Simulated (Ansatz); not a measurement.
Ideal-gas functions of `[NH2][AlH][CH]=O` at 400 K and 1 bar, from an Ansatz frequency run at PBE0-D4/def2-TZVP.

Molar mass 73.03 g/mol, point group Cs (symmetry number 1), electronic degeneracy 1, moments of inertia 43.028, 128.79, 171.818 u Å². Harmonic wavenumbers (cm⁻¹, unscaled): 91, 111, 313, 366, 444, 522, 523, 617, 730, 793, 852, 1390, 1558, 1734, 1934, 2778, 3605, 3702.

Use S(trans) = R[1.5 ln M + 2.5 ln T − 1.1517]; rotational temperatures θ = 24.2544 K / I; S(rot) = R[ln(√π/σ · √(T³/θAθBθC)) + 1.5]; for each mode x = 1.438777 ν̃/T, S = R[x/(eˣ − 1) − ln(1 − e⁻ˣ)] and H = RT x/(eˣ − 1); 1 cm⁻¹ = 0.0119627 kJ/mol; R = 8.31446 J/(mol·K).

Problem. By hand: the entropy, in J/(mol·K).

Solution. Translation 168.5. Rotation: θ = 0.5637, 0.1883, 0.1412 K, giving 109.4. Vibration, mode by mode: 17.64, 16.00, 7.75, 6.60, 5.25, 4.20, 4.19, 3.21, 2.33, 1.95, 1.64, 0.34, 0.20, 0.12, 0.06, 0.00, 0.00, 0.00, in all 71.5. Electronic 0.0. Sum 349.4 J/(mol·K).

Problem. By hand: H − E and G − E in kJ/mol, counted from the electronic energy.

Solution. Zero-point energy ½ × 22063 × 0.0119627 = 132.0; thermal vibration 15.4; translation, rotation and pV give 4 RT = 13.3. H − E = 160.7 kJ/mol, and G − E = 160.7 − 400 × 349.4/1000 = 20.9 kJ/mol.

Vibration gives 20 % of the entropy, 33.6 J/(mol·K) of it from the modes under 150 cm⁻¹: soft modes count most, and the harmonic formula is weakest for them. The sum counts one conformer and one mirror image; others add a mixing term.
